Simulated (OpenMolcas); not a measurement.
## Computed levels of Cu5+

```
Program             : OpenMolcas
Method              : SS-RASPT2, IPEA 0.25 Eh, imaginary shift 0.1 Eh (closed shells correlated: 3s)
Basis               : ANO-RCC-VTZP [6s5p3d2f1g]
Scalar Hamiltonian  : DKH2, point nucleus
Active space        : 12 electrons in 8 orbitals (RAS1 3p, at most 2 holes; RAS2 3d)
State averaging     : 2S+1 = 5 even, 5 roots; 2S+1 = 3 even, 45 roots; 2S+1 = 1 even, 44 roots
Spin-orbit coupling : state interaction with AMFI integrals over the reference wave functions, term energies averaged over their components
```

With spin-orbit coupling, above the lowest level:

| Configuration | Term | J | E (cm⁻¹) | Measured (cm⁻¹) | Term weight % | Second |
| --- | --- | --- | --- | --- | --- | --- |
| 3d⁶ | ⁵D | 4 | 0.0 | 0.0 | 100 |  |
| 3d⁶ | ⁵D | 3 | 1154 | 1196 | 100 |  |
| 3d⁶ | ⁵D | 2 | 1922 | 1987 | 100 |  |
| 3d⁶ | ⁵D | 1 | 2410 | 2490 | 99 |  |
| 3d⁶ | ⁵D | 0 | 2650 | 2733 | 99 |  |
| 3d⁶ | ³P(1) | 2 | 29960 | 29285 | 99 |  |
| 3d⁶ | ³H | 6 | 30770 | 30418 | 99 |  |
| 3d⁶ | ³H | 5 | 31270 | 31009 | 96 | 4 ³G |
| 3d⁶ | ³H | 4 | 31510 | 31288 | 86 | 7 ³F(1) |
| 3d⁶ | ³F(1) | 4 | 33250 | 32756 | 84 | 11 ³H |
| 3d⁶ | ³P(1) | 1 | 33360 | 32685 | 99 |  |
| 3d⁶ | ³F(1) | 3 | 33830 | 33296 | 94 | 5 ³G |
| 3d⁶ | ³F(1) | 2 | 34340 | 33740 | 99 |  |
| 3d⁶ | ³P(1) | 0 | 34570 | 33868 | 97 | 2 ¹S |
| 3d⁶ | ³G | 5 | 37940 | 37378 | 96 | 4 ³H |
| 3d⁶ | ³G | 4 | 39010 | 38469 | 91 | 6 ³F(1) |
| 3d⁶ | ³G | 3 | 39380 | 38907 | 94 | 5 ³F(1) |
| 3d⁶ | ¹I | 6 | 46950 | 46406 | 99 |  |
| 3d⁶ | ³D | 2 | 47600 | 46714 | 97 | 2 ¹D |
| 3d⁶ | ³D | 1 | 47640 | 46848 | 100 |  |
| 3d⁶ | ³D | 3 | 47990 | 47119 | 99 |  |
| 3d⁶ | ¹G(1) | 4 | 48520 | 47612 | 97 |  |
| 3d⁶ | ¹S | 0 | 54710 | 53787 | 97 | 2 ³P(1) |
| 3d⁶ | ¹D | 2 | 56560 | 54747 | 96 | 2 ³D |
| 3d⁶ | ¹F | 3 | 66290 | 64968 | 98 |  |
| 3d⁶ | ³P(2) | 0 | 76280 | 74712 | 100 |  |
| 3d⁶ | ³P(2) | 1 | 77290 | 75774 | 100 |  |
| 3d⁶ | ³F(2) | 2 | 78510 | 77145 | 100 |  |
| 3d⁶ | ³F(2) | 4 | 78680 | 77224 | 99 |  |
| 3d⁶ | ³F(2) | 3 | 78850 | 77468 | 98 |  |
| 3d⁶ | ³P(2) | 2 | 79530 | 77909 | 100 |  |
| 3d⁶ | ¹G(2) | 4 | 89130 | 87506 | 99 |  |

Against the 31 measured excited levels shown (Sugar and Musgrove, J. Phys. Chem. Ref. Data 19, 527 (1990)) the mean absolute deviation is 810 cm-1; the largest miss in energy is 3d⁶ ¹D₂: computed 56560, measured 54747 cm⁻¹ (+3.3 %).

Spin-orbit coupling puts the lowest level 1228 cm⁻¹ below the lowest spin-free term.

For ⁵D the intervals divided by the larger J are -237.0, -243.7, -256.1, -288.5 cm-1. Landé's interval rule makes them equal in pure LS coupling; they differ by 20 % of their mean. The multiplet is inverted.

Term energies are means over components that CASPT2 splits; among the terms shown or strongly mixed into the levels shown the widest spread is 260 cm-1 (3d⁶ ¹I). Active for correlation alone: 3p; no level in the range computed is led by a configuration that opens it, so any true level of that kind is missing. The CASPT2 spread within a term exceeds the gap to the next term for 3d⁶ ³D and 3d⁶ ¹G(1), so the order of their levels is uncertain. Computed and measured levels are paired by configuration, term and J; levels that our copy of the source lacks, or whose pairing is in doubt (as where it misses far off the trend of its configuration), stay unpaired and out of the deviations. Only configurations of the active space appear. The first state left out of the spin-orbit step lies near 130000 cm-1 above the lowest spin-free state of the reference (among the parities and spins computed), and the list stops at four fifths of that energy or lower.

The term weight is that of the spin-free term in the level, not the purity of its configuration. A number in round brackets counts repeated terms of one configuration in the order of the reference energies.
